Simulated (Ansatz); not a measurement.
Ansatz (a first-principles code) input (B3LYP-D3(BJ)/def2-TZVP):

Ansatz 0.2 input:
```yaml
crystal:
  periodic: [false, false, false]
  atoms:
    - {symbol: Si, position_ang: [-0.36041173, 0.65228505, -0.00508081]}
    - {symbol: Br, position_ang: [-0.23997976, 1.69807384, -1.91925049]}
    - {symbol: Br, position_ang: [-0.06742622, 1.83424030, 1.80948385]}
    - {symbol: N, position_ang: [1.32572681, -0.32326307, -0.04415272]}
    - {symbol: N, position_ang: [-1.50597652, -0.58334444, 0.08291807]}
    - {symbol: H, position_ang: [1.37462454, -0.95300661, -0.84953529]}
    - {symbol: H, position_ang: [1.45010392, -0.89113516, 0.79818506]}
    - {symbol: H, position_ang: [-2.06083218, -0.87322780, -0.70921961]}
    - {symbol: H, position_ang: [-1.94133760, -0.86805656, 0.94868396]}
    - {symbol: H, position_ang: [2.13151672, 0.30703400, -0.10434850]}
basis:
  gaussian:
    orbitals: def2-TZVP
hamiltonian:
  xc: b3lyp
  dispersion: d3bj
total_charge: 1
relax: {f_tol: 0.002, max_steps: 150}
```

End of the output:

```
mean field -151033.22250485 eV, -5550.3685530582 hartree, gradient 2.4e-5 eV, S^2 0.000000; 1 other end points of the search recorded, 0 dependent functions left out
the calculation of the forces begins
reference -151033.22276731 eV, -5550.3685627033 hartree; 51, 51 occupied and 174, 174 virtual orbitals, 1617 factors
Total energy: -151033.80484121 eV, -5550.3899535244 hartree
Atom 0 at    -0.330695     0.607487    -0.004194 Å, force    -0.001305    -0.000477     0.000536 eV/Å
Atom 1 at    -0.263834     1.665131    -1.903820 Å, force     0.000014     0.000183    -0.000365 eV/Å
Atom 2 at    -0.095279     1.790651     1.805918 Å, force    -0.000046    -0.000337    -0.000080 eV/Å
Atom 3 at     1.338325    -0.319062    -0.048669 Å, force    -0.000095    -0.000675     0.000234 eV/Å
Atom 4 at    -1.513616    -0.566587     0.089042 Å, force     0.001157     0.001267    -0.000790 eV/Å
Atom 5 at     1.387876    -0.945021    -0.856009 Å, force     0.000253     0.000383     0.000384 eV/Å
Atom 6 at     1.462630    -0.889439     0.791149 Å, force     0.000228     0.000233    -0.000394 eV/Å
Atom 7 at    -2.043778    -0.861285    -0.718499 Å, force    -0.000262    -0.000413     0.000369 eV/Å
Atom 8 at    -1.967422    -0.805521     0.959093 Å, force    -0.000108     0.000059     0.000202 eV/Å
Atom 9 at     2.131800     0.323246    -0.106328 Å, force     0.000162    -0.000222    -0.000096 eV/Å
Dipole moment:     0.611120    -1.313788     0.016683 e Å
```

It need not be the lowest isomer of its formula.
